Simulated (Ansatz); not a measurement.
The cluster Ag2Br⁺, relaxed as a singlet with RKS PBE0-D4/def2-TZVP in Ansatz, starting from the GFN2-xTB geometry. Force threshold 0.02 eV/Å.

In the def2 sets Ag takes a core potential; there is no spin–orbit coupling. The relaxation made no stability test and no search for a lower SCF solution. The structure comes from a short search, and lower isomers may exist.

Start:

```csv
atom,x (Å),y (Å),z (Å)
Ag1,0.713,2.255,0.366
Ag2,-0.362,-2.362,-0.136
Br3,-0.351,0.107,-0.230
```

```json
{"step": "1", "energy (eV)": "-78032.5987", "largest force component (eV/Å)": "0.283", "SCF passes": "18"}
{"step": "2", "energy (eV)": "-78032.6416", "largest force component (eV/Å)": "0.160", "SCF passes": "24"}
{"step": "3", "energy (eV)": "-78032.6941", "largest force component (eV/Å)": "0.158", "SCF passes": "24"}
{"step": "4", "energy (eV)": "-78032.7257", "largest force component (eV/Å)": "0.221", "SCF passes": "22"}
{"step": "5", "energy (eV)": "-78032.7364", "largest force component (eV/Å)": "0.009", "SCF passes": "25"}
```

Force components are those of the run's own axes.

End:

```xyz
3

Ag    0.8475    1.8742    0.4684
Ag   -0.0793   -2.1078    0.0356
Br   -0.7682    0.2336   -0.5040
```

By distances, no bond broke or formed. The bond that changes most is Ag1–Br3, from 2.47 to 2.50 Å (atoms count from 1).

No frequencies were taken in this run, so the end may be a saddle point.

Hardware: 4 threads of Arm Neoverse V1 on a shared host. Wall time 11 s.
